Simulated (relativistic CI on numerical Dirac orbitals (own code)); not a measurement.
Radial parameters of La17+

Calculated at this level of theory: Dirac-Coulomb-Breit CI, orbitals from a KLI potential per configuration, model QED, unscaled Slater integrals (own radial code, finite nucleus).

Slater integrals F^k, G^k are unscaled and averaged over j, outside the closed core [Ar] 3d10; ζ comes from projecting the Hamiltonian with its Breit term on Σ l·s of the shell.

- 4s2 4p6 4d4: F^2(4d,4d) = 148870, F^4(4d,4d) = 100860, ζ(4d) = 11814 cm⁻¹; <r>(4d) = 0.6814, <r^2>(4d) = 0.5306 (bohr units).
- 4s2 4p5 4d5: ζ(4p) = 105030, F^2(4d,4d) = 148890, F^4(4d,4d) = 100880, F^2(4p,4d) = 153210, G^1(4p,4d) = 193470, G^3(4p,4d) = 122610, ζ(4d) = 11776 cm⁻¹; <r>(4p) = 0.6494, <r^2>(4p) = 0.4766, <r>(4d) = 0.6812, <r^2>(4d) = 0.5303 (bohr units).
- 4s2 4p6 4d3 4f: F^2(4d,4d) = 148870, F^4(4d,4d) = 100850, ζ(4d) = 11840, F^2(4d,4f) = 144720, F^4(4d,4f) = 94930, G^1(4d,4f) = 164490, G^3(4d,4f) = 108500, G^5(4d,4f) = 78320, ζ(4f) = 1114.8 cm⁻¹; <r>(4d) = 0.6815, <r^2>(4d) = 0.5306, <r>(4f) = 0.7036, <r^2>(4f) = 0.5689 (bohr units).

Q: Give the Racah parameters of the d shell in 4s2 4p6 4d4.

A: B = F²/49 − 5F⁴/441 = 1895 cm⁻¹ and C = 35F⁴/441 = 8005 cm⁻¹.

Averages of the first 10 configurations, taken without configuration mixing, which lowers the lowest level and can move excited configurations by several eV; other configurations of the list can lie among them:

| Configuration | Parity | States | Average energy above the lowest level (eV) |
| --- | --- | --- | --- |
| 4s2 4p6 4d4 | even | 210 | 12.4 |
| 4s2 4p5 4d5 | odd | 1512 | 120.6 |
| 4s2 4p6 4d3 4f | odd | 1680 | 128.3 |
| 4s 4p6 4d5 | even | 504 | 198.1 |
| 4s2 4p6 4d3 5s | even | 240 | 154.5 |
| 4s2 4p6 4d3 5p | odd | 720 | 182.6 |
| 4s 4p6 4d4 4f | odd | 5880 | 312.7 |
| 4s2 4p6 4d2 4f 5s | odd | 1260 | 271.1 |
| 4s2 4p6 4d3 5d | even | 1200 | 224.5 |
| 4s2 4p6 4d2 5s 5p | odd | 540 | 328.7 |
